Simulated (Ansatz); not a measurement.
Relaxation of C2H7BOSi (12 atoms, charge 0, multiplicity 1), to a largest force component of 0.02 eV/Å in at most 50 steps.

Level of theory: UKS PBE-D4/6-31G* (Ansatz).

```xyz
12
Properties=species:S:1:pos:R:3
O -2.222 -0.247 0.484
C -1.590 0.510 1.183
B -0.195 0.976 0.706
C 0.504 0.573 -0.704
Si 0.908 -1.253 -0.729
H -1.966 0.854 2.145
H 0.470 1.730 1.402
H -0.284 0.774 -1.499
H 1.340 1.185 -0.865
H -0.280 -2.076 -0.445
H 1.894 -1.498 0.360
H 1.498 -1.581 -2.004
```

**Question.** Where does it end, and by what steps?

**Answer.** The forces met the threshold. After 29 steps the energy has fallen by 0.586 eV; O1 moved furthest, 1.16 Å.

| step | energy less start (eV) | largest force component (eV/Å) | accepted |
| --- | --- | --- | --- |
| 0 | 0.0000 | 3.563 | yes |
| 2 | -0.1700 | 2.555 | no |
| 4 | -0.4390 | 0.307 | yes |
| 6 | -0.4664 | 0.136 | yes |
| 8 | -0.4705 | 0.063 | yes |
| 10 | -0.4687 | 0.841 | no |
| 12 | -0.4862 | 0.185 | yes |
| 14 | -0.5016 | 0.333 | yes |
| 16 | -0.5149 | 0.807 | yes |
| 18 | -0.5342 | 0.244 | yes |
| 20 | -0.5525 | 1.032 | yes |
| 22 | -0.5810 | 0.213 | yes |
| 24 | -0.5841 | 0.066 | yes |
| 26 | -0.5853 | 0.024 | yes |
| 28 | -0.5859 | 0.023 | yes |
| 29 | -0.5859 | 0.010 | yes |

```xyz
12
Properties=species:S:1:pos:R:3
O -1.654 -0.633 1.418
C -1.551 0.583 1.198
B -0.100 0.966 0.725
C 0.389 0.682 -0.715
Si 0.840 -1.190 -0.744
H -2.433 1.260 1.375
H 0.686 1.290 1.587
H -0.357 0.823 -1.517
H 1.322 1.213 -0.968
H -0.385 -2.032 -0.899
H 1.579 -1.590 0.496
H 1.742 -1.427 -1.923
```

Whether the end is a true minimum wasn't checked by a vibrational analysis.

Run time: 92 s on 2 threads of Arm Neoverse V2, on a shared host, peak memory 0.18 GiB.
